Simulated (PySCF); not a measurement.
**Continuum solvent and chemical shifts**

Bonds (- single, = double, # triple, : aromatic): F1-C2, C2=C3, C3-C4, C4=C5, C5-Si6, Si6-C2. C3 carries H7; C4 carries H8; C5 carries H9; Si6 carries H10, H11.

GIAO PBE0/pcSseg-1 in PySCF 2.14 on one PBE0-D3(BJ)/def2-SVP conformer, non-relativistic, equivalent nuclei averaged. Solvents enter as an IEF-PCM continuum (benzene with ε = 2.3, dimethylsulfoxide with ε = 46.8) around the gas-phase geometry. Shifts are referred to CFCl3, TMS computed in the same medium.

In benzene, δ in ppm: F1 -117.2, C2 185.7, C4 158.3, C3 131.6, C5 120.7, Si6 -57.8, H8 7.08, H7 6.50, H9 5.80, H10/H11 4.60. Dipole moment 1.51 D.

**Question.** How does each δ change in the more polar medium?

**Answer.** 
```csv
atoms,environment,"Δδ, dimethylsulfoxide"
F1,vinylic fluorine,-2.9
C2,fully substituted alkene carbon,+0.5
C4,alkene CH,+1.2
C3,alkene CH,+1.4
C5,alkene CH,+1.5
Si6,"silicon bonded to 2 C, 2 H, in a 5-membered ring",+0.2
H8,hydrogen on an alkene CH,+0.11
H7,hydrogen on an alkene CH,+0.13
H9,hydrogen on an alkene CH,+0.15
H10/H11,"hydrogen on a silicon bonded to 2 C, in a 5-membered ring",+0.02
```

Changes are relative to benzene. The dipole moment becomes 1.69 D in dimethylsulfoxide.

**Question.** Which nuclei move most (in ppm), and what does the model miss?

**Answer.** F1 (vinylic fluorine, -2.9 ppm) in dimethylsulfoxide. A continuum only polarises the solute; specific hydrogen bonds, the anisotropy of aromatic solvents and changes of geometry or conformer are outside it.
